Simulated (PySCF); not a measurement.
Gas-phase reaction: 3 HCl + 3 GeCl2 = GeH3Cl + 2 GeCl4

Computed with PySCF and rigid-rotor harmonic-oscillator thermochemistry at 1 bar. † marks an energy on the PBE0/def2-TZVP geometry and frequencies; other levels use their own. MP2 and CCSD(T) freeze the core. 6-31G* has spherical d functions here. All species are closed-shell singlets. B3LYP is the form with VWN-RPA correlation. Ge: all electrons, no relativistic terms. MP2 isn't extrapolated to the basis-set limit; its ΔH°(298 K) is -396.8 kJ in def2-SVP and -388.1 kJ in def2-TZVPP. CCSD(T) isn't extrapolated to the basis-set limit; its ΔH°(298 K) is -339.7 kJ in def2-SVP and -346.1 kJ in def2-TZVPP. The harmonic model lacks anharmonicity and excited electronic states, which grow with temperature; levels with a mode under 35 cm⁻¹ are left out.

```tsv
level	ΔE electronic, kJ	ΔH°(298 K), kJ	ΔS°(298 K), J/K	ΔG°(1800 K), kJ
B3LYP/6-31G*	-232	-220	-484	611
CCSD(T)/def2-TZVPP†	-359	-346	-485	487
HF/6-31G*	-334	-320	-492	530
MP2/def2-SVP†	-409	-397	-485	436
PBE/def2-SVP	-281	-270	-481	554
PBE/def2-TZVP†	-253	-241	-485	592
PBE0/def2-SVP†	-339	-326	-485	507
r2SCAN/def2-TZVP†	-345	-333	-485	501
LDA/def2-TZVP†	-359	-347	-485	487
ωB97M-V/def2-TZVP†	-316	-304	-485	530
```
ΔH° is lowest at MP2/def2-SVP† and highest at B3LYP/6-31G*. No reference value is set beside these.
